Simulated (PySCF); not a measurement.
**Heteronuclear NMR**

Cartesian coordinates in Å; atom numbers follow the order of the lines, from 1:
```xyz
16

C     3.2717   -1.2602    0.1625
C     2.1235   -0.4211   -0.0385
C     1.1367    0.2596   -0.1962
C     0.0462    1.0928   -0.3996
C    -1.2571    0.7777   -0.1693
C    -2.2829    1.7902   -0.4423
O    -2.0505    2.8974   -0.8632
C    -1.6421   -0.5504    0.3438
O    -0.8753   -1.4466    0.5966
O    -2.9697   -0.6883    0.5142
H     2.9629   -2.2353    0.5366
H     3.9463   -0.7940    0.8808
H     3.8040   -1.3865   -0.7805
H     0.2523    2.0899   -0.7774
H    -3.3129    1.4610   -0.2307
H    -3.1607   -1.5773    0.8516
```

Gas phase, non-relativistic Hamiltonian, single conformer, fast rotation and ring inversion assumed for equivalent nuclei. Shielding tensors at PBE0/pcSseg-1 (GIAO); geometry: GFN2-xTB; PySCF 2.14.0 with density-fitted response routines.

**Question.** What are the $^{17}$O shifts?

**Answer.** 
```csv
atoms,environment,σ (ppm),δ (ppm)
O7,aldehyde oxygen,-316.8,555.3
O9,carbonyl oxygen,-86.4,345.4
O10,acid hydroxyl oxygen,132.9,145.7
```

Shieldings were converted by a linear fit to measured shifts: $^{17}$O (scatter 10.7 ppm rms, 12.2 ppm with the 3 outliers that the fit left out vs liquid water, solution or neat liquid). A few per cent of atoms miss by over 2 rms, more outside the fitted compound classes.

On a 600 MHz spectrometer $^{17}$O resonates near 81.3 MHz, so 1 ppm is 81.3 Hz.

In solution the two oxygens of a carboxylic acid exchange roles by proton transfer and give one 17O line. Hydrogen bonding in solution shields acid and N–H amide carbonyl oxygens by tens of ppm.
